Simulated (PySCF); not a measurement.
## How methods differ on the ionisation energy of Hf⁶⁰⁺

Hf⁶⁰⁺ [Ne] 3s2 (1S) → Hf⁶¹⁺ [Ne] 3s1 (2S), as a difference of total energies. Computed with PySCF 2.14 in an even-tempered Gaussian basis (17 s from 17 bohr⁻², ratio 2.5; 12 p from 22 bohr⁻², ratio 2.5; 4 d from 79 bohr⁻², ratio 2.7; 4 f from 120 bohr⁻², ratio 2.7), with scalar relativity by spin-free X2C-1e. Correlated levels: outer shells: 1s2 frozen; virtual orbitals above 40 to 60 times the deepest correlated orbital energy dropped. The calculations carry no spin-orbit coupling.

| method | ionisation energy (eV) |
| --- | --- |
| UHF | 6548.7 |
| LDA | 6553.7 |
| PBE | 6558.0 |
| PBE0 | 6555.9 |
| r2SCAN | 6548.1 |
| r2SCAN0 | 6548.7 |
| B2PLYP | 6554.1 |
| MP2 (outer shells) | 6552.1 |
| SCS-MP2 (outer shells) | 6552.5 |

Task: How much does correlation contribute at MP2 (outer shells)?

Result: 6552.1 − (6548.7) = 3.4 eV, measured against UHF.

Breit and QED terms and the two-electron picture change are absent.

For comparison: 6545 ± 10 eV (theoretical estimate listed by NIST; NIST Atomic Spectra Database, ionization energies).
